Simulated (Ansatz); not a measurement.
Mulliken charges of BrH2NSi (`N[Si]Br`) from PBE/def2-TZVPP in Ansatz (PBE0-D4/def2-TZVP geometry).

```
atom   x (Å)   y (Å)   z (Å)  charge (e)
  N1  -0.473   0.241  -0.418      -0.288
 Si2  -0.222  -1.072   0.633       0.226
 Br3   1.905  -0.566   1.279      -0.257
  H4   0.188   0.974  -0.626       0.160
  H5  -1.349   0.349  -0.909       0.159
```

Question: By hand: the dipole of these point charges (1 e Å = 4.8032 D).

Answer: Σ q r = (-0.588, 0.045, -0.310) e Å, of length 0.666 e Å = 3.20 D.

Question: How does the dipole of the full density compare? (Best estimate.)

Answer: Ansatz gave: (-0.360, 0.283, -0.371) e Å, 2.83 D; the point charges give 1.13 times that, at 30° from its direction.

Point charges leave out the atoms' own dipoles, such as those of lone pairs, and Mulliken's split depends on the basis, so the two needn't agree.
